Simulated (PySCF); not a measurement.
Isomers of C4H8O2SSi2, mass 175.978 u with the commonest isotopes. Theory: PBE0/pcSseg-1 in PySCF (dipole) on a GFN2-xTB geometry, gas phase. One conformer each, none proved a minimum here; rigid rotors.

**Question.** Order these by rotational constant B, largest first.
A. `[CH:1]#[C:2][C:3](=[O:4])[O:5][Si@H:6]([CH3:7])[S:8][SiH3:9]` with C2–C3–O5–Si6 -179°, C3–O5–Si6–C7 -63°, O5–Si6–S8–Si9 -7°
B. `[O:1]=[C:2]=[C:3]([CH:4]=[O:5])[S:6][SiH2:7][CH2:8][SiH3:9]` with C2–C3–C4–O5 -179°, C2–C3–S6–Si7 176°, C3–S6–Si7–C8 81°, S6–Si7–C8–Si9 176°
C. `[CH2:1]=[C:2]1[Si@@H:3]([OH:4])[C:5]([SiH3:6])=[CH:7][S@:8]1=[O:9]` with C2–Si3–O4–H 55°, C1–C2–Si3–O4 25°, C2–Si3–C5–Si6 -162°, C5–C7–S8–O9 -134°, C1–C2–S8–C7 -144°

**Answer.** C (806.2 MHz), A (751.8 MHz), B (455.6 MHz).

**Question.** Order these by rotational constant C, largest first.
A. `[O:1]=[C:2]=[C:3]([CH:4]=[O:5])[S:6][SiH2:7][CH2:8][SiH3:9]` with C2–C3–C4–O5 -179°, C2–C3–S6–Si7 176°, C3–S6–Si7–C8 81°, S6–Si7–C8–Si9 176°
B. `[CH:1]#[C:2][C:3](=[O:4])[O:5][Si@H:6]([CH3:7])[S:8][SiH3:9]` with C2–C3–O5–Si6 -179°, C3–O5–Si6–C7 -63°, O5–Si6–S8–Si9 -7°
C. `[CH2:1]=[C:2]1[Si@@H:3]([OH:4])[C:5]([SiH3:6])=[CH:7][S@:8]1=[O:9]` with C2–Si3–O4–H 55°, C1–C2–Si3–O4 25°, C2–Si3–C5–Si6 -162°, C5–C7–S8–O9 -134°, C1–C2–S8–C7 -144°

**Answer.** C (556.8 MHz), B (502.9 MHz), A (415.0 MHz).

**Question.** Order these by out-of-plane moment Σ m c² = (Ia + Ib − Ic)/2, largest first.
A. `[O:1]=[C:2]=[C:3]([CH:4]=[O:5])[S:6][SiH2:7][CH2:8][SiH3:9]` with C2–C3–C4–O5 -179°, C2–C3–S6–Si7 176°, C3–S6–Si7–C8 81°, S6–Si7–C8–Si9 176°
B. `[CH:1]#[C:2][C:3](=[O:4])[O:5][Si@H:6]([CH3:7])[S:8][SiH3:9]` with C2–C3–O5–Si6 -179°, C3–O5–Si6–C7 -63°, O5–Si6–S8–Si9 -7°
C. `[CH2:1]=[C:2]1[Si@@H:3]([OH:4])[C:5]([SiH3:6])=[CH:7][S@:8]1=[O:9]` with C2–Si3–O4–H 55°, C1–C2–Si3–O4 25°, C2–Si3–C5–Si6 -162°, C5–C7–S8–O9 -134°, C1–C2–S8–C7 -144°

**Answer.** A (40.11 u·Å²), C (35.54 u·Å²), B (30.10 u·Å²).

```tsv
SMILES	point group	Ia (u·Å²)	Ib (u·Å²)	Ic (u·Å²)	κ	μa (D)	μb (D)	μc (D)
O=C=C(C=O)S[SiH2]C[SiH3]	C1	188.65	1109.24	1217.67	-0.96	1.53	2.01	0.70
C#CC(=O)O[Si@H](C)S[SiH3]	C1	392.97	672.24	1005.02	-0.36	1.04	1.83	0.91
C=C1[Si@@H](O)C([SiH3])=C[S@]1=O	C1	351.81	626.85	907.58	-0.43	2.31	1.47	0.17
```
